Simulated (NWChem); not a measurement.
isotetrasilane (Si$_{4}$H$_{10}$); SMILES [SiH]([SiH3])([SiH3])[SiH3]

Computed with NWChem. Pople sets run with spherical d functions. Coordinates come from a PBE-D3(BJ)/def2-SVP optimisation. Level: PBE0/6-31G* with SMD, gas-phase geometry; reactions with the solvents are ignored.

```tsv
SMD term (kcal/mol)	water	diethyl ether
distortion of the solute's density	0.02	0.01
polarisation	-0.39	-0.30
cavity, dispersion and structure	5.52	-0.71
```

Task: Sum the solvation free energies, find the transfer free energy from water to diethyl ether and the partition coefficient at 298.15 K.

Result: 
1. ΔG(solv, water) = 5.15 kcal/mol and ΔG(solv, diethyl ether) = -1.00 kcal/mol (1 M gas to 1 M solution).
2. Transfer: -1.00 − (5.15) = -6.15 kcal/mol.
3. log₁₀ K(diethyl ether/water) = −ΔG/(RT ln 10) = 6.15/1.364 = 4.5, so the model puts more of the solute in diethyl ether.
4. Of the transfer energy, 0.08 kcal/mol is electrostatic and -6.23 comes from the non-electrostatic term. The two phases are taken as the pure solvents.
